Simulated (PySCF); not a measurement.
PySCF input file for sesquifulvalene (C₁₂H₁₀), SMILES C1=CC=CC(C=C1)=C1C=CC=C1, PBE-D3(BJ)/def2-SVP. Coordinates come from a PBE-D3(BJ)/def2-SVP optimisation.

```python
import numpy as np
from pyscf import gto, scf, dft, df
from pyscf.hessian import thermo

mol = gto.M(
    atom='''
    C    -0.00000000    0.68723864    3.28235634
    C    -0.00000000   -0.68723863    3.28235635
    C     0.00000001   -1.56221513    2.14138343
    C     0.00000000   -1.26930993    0.79699926
    C     0.00000000    0.00000000    0.09038857
    C    -0.00000000   -0.00000000   -1.31745911
    C    -0.00000000   -1.17093588   -2.19340927
    C    -0.00000000   -0.72909489   -3.49972443
    C     0.00000000    0.72909488   -3.49972443
    C     0.00000000    1.17093589   -2.19340927
    C    -0.00000000    1.26930993    0.79699925
    C     0.00000000    1.56221512    2.14138342
    H    -0.00000000    1.18608407    4.26509554
    H     0.00000000   -1.18608406    4.26509555
    H    -0.00000000   -2.63727308    2.38605468
    H    -0.00000000   -2.14893291    0.13690492
    H     0.00000000   -2.22041186   -1.87596683
    H    -0.00000000   -1.36342762   -4.39650868
    H     0.00000000    1.36342760   -4.39650868
    H     0.00000000    2.22041187   -1.87596684
    H    -0.00000000    2.14893291    0.13690492
    H     0.00000000    2.63727307    2.38605467
    ''',
    basis='def2-SVP',
    charge=0,
    spin=0,
    max_memory=1600,
    verbose=3,
)
mf = dft.RKS(mol, xc='pbe').density_fit(auxbasis='def2-universal-jkfit')
mf.disp = 'd3bj'
mf.grids.level = 3
mf.conv_tol = 1e-11
mf.max_cycle = 100
mf.kernel()

# [left out here: the lines that compute and print the analytic Hessian (its translational invariance restored by hand, since the grid's response is missing), thermochemistry and intensities]
```

Output:

```
converged SCF energy = -462.313948534705

WARN: DFTD3 does not support analytical Hessian, using finite difference


WARN: Mole.unit (angstrom) is changed to Bohr

Mode                                 0                   1                   2
Irrep
Freq [cm^-1]                       50.5511             71.0069            161.9645
Reduced mass [au]                   3.7776              3.0834              3.7448
Force const [Dyne/A]                0.0057              0.0092              0.0579
Char temp [K]                      72.7318            102.1632            233.0309
Normal mode                   x     y     z       x     y     z       x     y     z
       0   C                -0.11 -0.00 -0.00    0.04  0.00  0.00   -0.03 -0.00 -0.00
       1   C                -0.11 -0.00 -0.00   -0.04  0.00  0.00   -0.03 -0.00 -0.00
       2   C                 0.02  0.00  0.00   -0.08 -0.00  0.00    0.07  0.00 -0.00
       3   C                 0.11 -0.00 -0.00   -0.05 -0.00 -0.00    0.04  0.00 -0.00
       4   C                 0.08  0.00 -0.00   -0.00 -0.00 -0.00   -0.06  0.00  0.00
       5   C                 0.04  0.00 -0.00   -0.00  0.00 -0.00   -0.14  0.00  0.00
       6   C                -0.00  0.00 -0.00    0.12  0.00 -0.00   -0.08 -0.00  0.00
       7   C                -0.07 -0.00 -0.00    0.08  0.00 -0.00    0.08 -0.00  0.00
       8   C                -0.07 -0.00 -0.00   -0.08  0.00 -0.00    0.08 -0.00  0.00
       9   C                -0.00  0.00 -0.00   -0.12  0.00 -0.00   -0.08 -0.00 -0.00
      10   C                 0.11  0.00 -0.00    0.05 -0.00 -0.00    0.04  0.00  0.00
      11   C                 0.02 -0.00 -0.00    0.08  0.00 -0.00    0.07  0.00  0.00
      12   H                -0.21 -0.00 -0.00    0.07  0.00 -0.00   -0.09 -0.00  0.00
      13   H                -0.21 -0.00 -0.00   -0.07  0.00  0.00   -0.09 -0.00 -0.00
      14   H                 0.05 -0.00  0.00   -0.14  0.00  0.00    0.16 -0.00 -0.00
      15   H                 0.19  0.00 -0.00   -0.10 -0.00  0.00    0.12  0.00 -0.00
      16   H                 0.01  0.00 -0.00    0.26  0.00 -0.00   -0.12  0.00  0.00
      17   H                -0.13 -0.00  0.00    0.17  0.00 -0.00    0.20 -0.00  0.00
      18   H                -0.13 -0.00 -0.00   -0.17  0.00 -0.00    0.20 -0.00 -0.00
      19   H                 0.01  0.00 -0.00   -0.26  0.00 -0.00   -0.12 -0.00 -0.00
      20   H                 0.19  0.00 -0.00    0.10 -0.00 -0.00    0.12  0.00  0.00
      21   H                 0.05 -0.00  0.00    0.14  0.00 -0.00    0.16 -0.00  0.00
Mode                                 3                   4                   5
Irrep
Freq [cm^-1]                      172.2991            267.4790            303.6190
Reduced mass [au]                   4.1345              2.9849              6.7812
Force const [Dyne/A]                0.0723              0.1258              0.3683
Char temp [K]                     247.9000            384.8428            436.8402
Normal mode                   x     y     z       x     y     z       x     y     z
       0   C                -0.00 -0.06  0.03    0.11  0.00  0.00   -0.00 -0.00  0.11
       1   C                 0.00 -0.06 -0.03   -0.11 -0.00  0.00    0.00  0.00  0.11
       2   C                 0.00 -0.01 -0.06   -0.06  0.00  0.00   -0.00  0.06  0.06
       3   C                -0.00  0.07 -0.04    0.12  0.00 -0.00   -0.00  0.03  0.04
       4   C                 0.00  0.09  0.00    0.00  0.00 -0.00    0.00  0.00 -0.03
       5   C                 0.00  0.07  0.00   -0.00  0.00 -0.00   -0.00 -0.00 -0.06
       6   C                 0.00  0.01  0.07    0.00  0.00 -0.00   -0.00  0.00 -0.08
       7   C                -0.00 -0.08  0.05   -0.01 -0.00 -0.00    0.00 -0.00 -0.09
       8   C                -0.00 -0.08 -0.05    0.01 -0.00 -0.00    0.00  0.00 -0.09
       9   C                 0.00  0.01 -0.07   -0.00  0.00 -0.00   -0.00 -0.00 -0.08
      10   C                 0.00  0.07  0.04   -0.12 -0.00  0.00    0.00 -0.03  0.04
      11   C                -0.00 -0.01  0.06    0.06 -0.00  0.00   -0.00 -0.06  0.06
      12   H                -0.00 -0.10  0.04    0.20  0.00  0.00   -0.00  0.03  0.09
      13   H                 0.00 -0.10 -0.04   -0.20 -0.00  0.00    0.00 -0.03  0.09
      14   H                -0.00 -0.02 -0.12   -0.06  0.00 -0.00   -0.00  0.05  0.04
      15   H                -0.00  0.10 -0.08    0.30  0.00 -0.00   -0.00 -0.00  0.08
      16   H                 0.00  0.03  0.13   -0.04  0.00 -0.00   -0.00  0.00 -0.08
      17   H                -0.00 -0.14  0.09   -0.04 -0.00 -0.00    0.00 -0.00 -0.09
      18   H                -0.00 -0.14 -0.09    0.04 -0.00 -0.00    0.00  0.00 -0.09
      19   H                 0.00  0.03 -0.13    0.04  0.00 -0.00   -0.00 -0.00 -0.08
      20   H                 0.00  0.10  0.08   -0.30  0.00  0.00    0.00  0.00  0.08
      21   H                -0.00 -0.02  0.12    0.06 -0.00  0.00   -0.00 -0.05  0.04
[...]
      20   H                -0.00  0.12 -0.09   -0.00 -0.11  0.08   -0.00 -0.14  0.10
      21   H                -0.00 -0.60 -0.14   -0.00  0.42  0.09   -0.00  0.18  0.04
Mode                                54                  55                  56
Irrep
Freq [cm^-1]                     3129.7839           3130.7295           3140.8565
Reduced mass [au]                   1.0899              1.0908              1.0867
Force const [Dyne/A]                6.2902              6.2995              6.3165
Char temp [K]                    4503.0622           4504.4228           4518.9932
Normal mode                   x     y     z       x     y     z       x     y     z
       0   C                -0.00  0.00  0.00   -0.00  0.00  0.01    0.00  0.00  0.00
       1   C                 0.00  0.00 -0.00   -0.00 -0.00  0.01   -0.00  0.00 -0.00
       2   C                 0.00  0.02 -0.01   -0.00 -0.02  0.01   -0.00 -0.00  0.00
       3   C                 0.00  0.04  0.03   -0.00 -0.04 -0.03   -0.00 -0.00 -0.00
       4   C                -0.00 -0.00  0.00    0.00 -0.00 -0.00    0.00 -0.00  0.00
       5   C                 0.00  0.00  0.00   -0.00  0.00 -0.00   -0.00  0.00  0.00
       6   C                -0.00 -0.01  0.00    0.00  0.01 -0.00    0.00 -0.02  0.00
       7   C                 0.00  0.00  0.00   -0.00 -0.00 -0.00   -0.00  0.03  0.04
       8   C                 0.00  0.00 -0.00   -0.00  0.00 -0.00   -0.00  0.03 -0.04
       9   C                 0.00 -0.01 -0.00   -0.00 -0.01 -0.00    0.00 -0.02 -0.00
      10   C                 0.00  0.04 -0.03   -0.00  0.04 -0.03    0.00 -0.00  0.00
      11   C                -0.00  0.02  0.01   -0.00  0.02  0.01    0.00 -0.00 -0.00
      12   H                 0.00 -0.01 -0.03    0.00 -0.05 -0.10    0.00 -0.00 -0.00
      13   H                -0.00 -0.01  0.03    0.00  0.05 -0.10   -0.00 -0.00  0.00
      14   H                -0.00 -0.17  0.04    0.00  0.19 -0.04    0.00  0.01 -0.00
      15   H                -0.00 -0.52 -0.39    0.00  0.50  0.38    0.00  0.05  0.04
      16   H                 0.00  0.07 -0.02    0.00 -0.07  0.02   -0.00  0.25 -0.08
      17   H                 0.00 -0.03 -0.04    0.00  0.01  0.02    0.00 -0.36 -0.51
      18   H                 0.00 -0.03  0.04   -0.00 -0.01  0.02   -0.00 -0.36  0.51
      19   H                 0.00  0.07  0.02   -0.00  0.07  0.02   -0.00  0.25  0.08
      20   H                 0.00 -0.51  0.39    0.00 -0.51  0.38   -0.00  0.05 -0.04
      21   H                -0.00 -0.17 -0.04    0.00 -0.19 -0.04   -0.00  0.01  0.00
Mode                                57                  58                  59
Irrep
Freq [cm^-1]                     3152.0150           3167.9030           3173.2130
Reduced mass [au]                   1.0904              1.0989              1.1059
Force const [Dyne/A]                6.3829              6.4974              6.5608
Char temp [K]                    4535.0479           4557.9070           4565.5469
Normal mode                   x     y     z       x     y     z       x     y     z
       0   C                -0.00 -0.00  0.00   -0.00  0.00  0.00    0.00  0.00 -0.00
       1   C                 0.00  0.00  0.00    0.00  0.00 -0.00    0.00 -0.00 -0.00
       2   C                 0.00  0.00 -0.00    0.00 -0.00  0.00   -0.00 -0.00  0.00
       3   C                 0.00  0.00  0.00   -0.00 -0.00 -0.00   -0.00 -0.00 -0.00
       4   C                -0.00  0.00 -0.00    0.00 -0.00  0.00    0.00 -0.00 -0.00
       5   C                 0.00  0.00 -0.00   -0.00  0.00  0.00   -0.00  0.00  0.00
       6   C                -0.00  0.03 -0.01    0.00 -0.05  0.02    0.00 -0.05  0.02
       7   C                 0.00 -0.03 -0.04   -0.00 -0.01 -0.02   -0.00 -0.02 -0.03
       8   C                 0.00  0.03 -0.04   -0.00 -0.01  0.02   -0.00  0.02 -0.03
       9   C                 0.00 -0.03 -0.01    0.00 -0.05 -0.02   -0.00  0.05  0.02
      10   C                -0.00 -0.00  0.00    0.00 -0.00  0.00    0.00  0.00 -0.00
      11   C                 0.00 -0.00 -0.00    0.00 -0.00 -0.00   -0.00  0.00  0.00
      12   H                -0.00 -0.00  0.00    0.00 -0.00 -0.00    0.00 -0.00 -0.00
      13   H                 0.00  0.00  0.00   -0.00 -0.00  0.00   -0.00  0.00 -0.00
      14   H                -0.00 -0.01  0.00    0.00  0.00 -0.00    0.00  0.00 -0.00
      15   H                -0.00 -0.05 -0.04    0.00  0.04  0.03    0.00  0.03  0.02
      16   H                 0.00 -0.39  0.12   -0.00  0.59 -0.18   -0.00  0.51 -0.16
      17   H                -0.00  0.31  0.43    0.00  0.15  0.21    0.00  0.23  0.33
      18   H                -0.00 -0.31  0.43    0.00  0.15 -0.21   -0.00 -0.23  0.33
      19   H                 0.00  0.39  0.12   -0.00  0.59  0.18   -0.00 -0.51 -0.16
      20   H                -0.00  0.05 -0.04   -0.00  0.04 -0.03    0.00 -0.03  0.02
      21   H                -0.00  0.01  0.00   -0.00  0.00  0.00   -0.00 -0.00 -0.00
temperature 298.1500 [K]
pressure 101325.00 [Pa]
Rotational constants [GHz] 2.60189 0.55585 0.45800
Symmetry number 2
Zero-point energy (ZPE) 0.17492 [Eh]   459262.583 [J/mol]
                           tot       elec      trans        rot        vib
Entropy [J/mol/K]       401.416      0.000    171.582    122.111    107.722
Cv [J/mol/K]            164.070      0.000     12.472     12.472    139.127
Cp [J/mol/K]            172.385      0.000     20.786     12.472    139.127
Internal energy [J/mol]                      3718.434   3718.434 477305.905
Internal energy [Eh]   -462.12932  -462.31395
Enthalpy [J/mol]                             6197.391   3718.434 477305.905
Enthalpy [Eh]          -462.12838
Gibbs free energy [J/mol]                  -44959.869 -32689.083 445188.551
Gibbs free energy [Eh] -462.17396
mode   freq/cm-1   IR/(km/mol)
   1       50.55         0.000
   2       71.01         0.000
   3      161.96         2.388
   4      172.30         0.001
   5      267.48         0.000
   6      303.62         4.440
   7      350.50         0.002
   8      417.87         0.929
   9      440.83         0.045
  10      530.86         0.025
  11      535.81        26.428
  12      560.74         0.000
  13      584.02         0.000
  14      626.48         9.353
  15      662.31         0.000
  16      726.51        95.595
  17      782.21         0.006
  18      792.88         0.913
  19      799.75         0.000
  20      828.42        61.508
  21      843.69         0.394
  22      861.56         0.055
  23      876.42         2.058
  24      878.71         3.022
  25      890.83         0.000
  26      934.54         0.168
  27      962.64         4.626
  28      978.58         0.000
  29      985.35         0.063
  30      999.49         0.000
  31     1005.92         0.967
  32     1025.41        40.570
  33     1065.35        15.143
  34     1085.38         0.486
  35     1164.69         0.123
  36     1211.66         0.021
  37     1234.23         0.172
  38     1242.42        20.012
  39     1283.39         0.160
  40     1329.34         4.174
  41     1353.34        62.034
  42     1382.15         3.341
  43     1412.44         7.263
  44     1440.06       167.279
  45     1464.40         3.136
  46     1542.10         0.035
  47     1545.92       189.281
  48     1584.24        82.125
  49     1591.57         0.816
  50     1640.89        11.768
  51     3089.96         4.196
  52     3094.55         0.823
  53     3103.89         9.306
  54     3116.99        15.523
  55     3129.78         8.280
  56     3130.73         0.646
  57     3140.86         1.818
  58     3152.02         7.214
  59     3167.90        12.754
  60     3173.21        13.764
max |gradient| / (hartree/bohr): 3.053932584429747e-05
APT charges: [-0.1181 -0.1181  0.2063 -0.1368  0.3973 -0.3655  0.072  -0.1996 -0.1996
  0.072  -0.1368  0.2063  0.0216  0.0216  0.0259  0.0408  0.0459  0.0263
  0.0263  0.0459  0.0408  0.0259]
```

The run converged.

Cost: around 21 core-minutes (rough).
